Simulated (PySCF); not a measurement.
# Property card for `CCCCS[SiH](Cl)Cl` (HSiCl2SBu)

Compound: HSiCl2SBu, C₄H₁₀Cl₂SSi.
SMILES with atom numbers: `[CH3:1][CH2:2][CH2:3][CH2:4][S:5][SiH:6]([Cl:7])[Cl:8]` (hydrogens: H9, H10, H11 on C1; H12, H13 on C2; H14, H15 on C3; H16, H17 on C4; H18 on Si6)

Geometry (PBE0-D3(BJ)/def2-SVP, Å), atoms numbered from 1 in this order:
```
atom  x, y, z in Å
C1    -1.6672    1.0121    0.0685
C2    -0.5933    0.2402    0.8168
C3     0.3149   -0.5571   -0.1067
C4     1.4331   -1.3180    0.5854
S5     2.5743   -0.3067    1.6142
Si6    3.2573    1.0915    0.1853
Cl7    4.8751    2.0153    1.0443
Cl8    3.8082    0.1331   -1.5605
H9    -2.3102    0.3407   -0.5229
H10   -1.2208    1.7386   -0.6297
H11   -2.3161    1.5718    0.7583
H12   -1.0592   -0.4470    1.5449
H13    0.0218    0.9336    1.4145
H14    0.7429    0.1075   -0.8794
H15   -0.2832   -1.2974   -0.6678
H16    1.0280   -2.0490    1.3023
H17    2.0464   -1.8692   -0.1419
H18    2.2851    2.1411   -0.2018
```

From PBE0-D3(BJ)/def2-SVP geometry optimisation, gas phase (PySCF):

- Point group: C1
- Rotational constants A, B, C: 1.387, 0.535, 0.494 GHz

wB97X-D/def2-SVPD ground state, ΔSCF and vertical TDDFT (core frozen in the response) (PySCF):

- Dipole moment: 2.84 D
- HOMO energy: -9.27 eV
- LUMO energy: 1.24 eV
- HOMO–LUMO gap: 10.51 eV
- Lowest singlet excitation: 5.62 eV (221 nm, f = 0.004)
- Strongest line among the 10 lowest singlet transitions: S5 at 7.42 eV (167 nm, f = 0.052)
- Lowest triplet excitation (Tamm–Dancoff): 5.31 eV
- Static isotropic polarisability: 120.4 au
- Vertical ionisation energy: 9.42 eV
- Electronic spatial extent ⟨r²⟩ about the centre of nuclear charge: 2445 bohr²

**PBE0/pcSseg-1 ground state and GIAO shieldings, non-relativistic (PySCF)**

- Lowest Hirshfeld atomic charge: -0.11 e on C1/Cl7/Cl8
- Highest Hirshfeld atomic charge: +0.32 e on Si6
- 13C chemical shifts (computed TMS as zero) by class: 35.9 (C4), 34.3 (C3), 22.4 (C2), 15.6 (C1) ppm
- 1H chemical shifts (computed TMS as zero) by class: 6.28 (H18), 2.80 (H16/H17), 1.41 (H12/H13), 1.29 (H14/H15), 0.97 (H9/H10/H11) ppm
- Isotropic shieldings of nuclei other than C and H, by class: 322 (Si6), 585 (S5), 862 (Cl7/Cl8) ppm
- Mayer bond orders between heavy atoms: C1–C2 1.06, C2–C3 1.01, C3–C4 1.03, C4–S5 0.99, S5–Si6 1.04, Si6–Cl7 1.00, Si6–Cl8 0.96

Monoisotopic mass (most abundant isotopes): 187.9650 u.

The ΔSCF ionisation energy exceeds −ε(HOMO) by 0.15 eV with wB97X-D. The largest Löwdin shares of the HOMO are 0.68 on S5, 0.09 on C4 and 0.08 on Si6. The rotational constants make it an asymmetric top with κ = (2B − A − C)/(A − C) = -0.91, nearer the prolate limit (−1). The principal polarisabilities are 108.2, 114.0 and 139.0 au; their mean is the isotropic value. The polarisability is 17.84 Å³ as a volume (1 au = 0.148185 Å³), or 1.23 au for each of the 98 electrons. A dipole of 2.84 D is allowed in C1, and pure rotational transitions are dipole-allowed. With B = h/(8π²I), that is 505.379 GHz u Å² over I, the principal moments of inertia are 364.2, 945.0 and 1023.4 u Å² (most abundant isotopes). In wavenumbers S1 is 45300 cm⁻¹ (1 eV = 8065.54 cm⁻¹).

 NMR classes are plain means over equivalent atoms (diastereotopic ones count apart unless rotation or inversion swaps them), as if these changed places fast; in this geometry the members of some classes differ.

One conformer stands for the species.
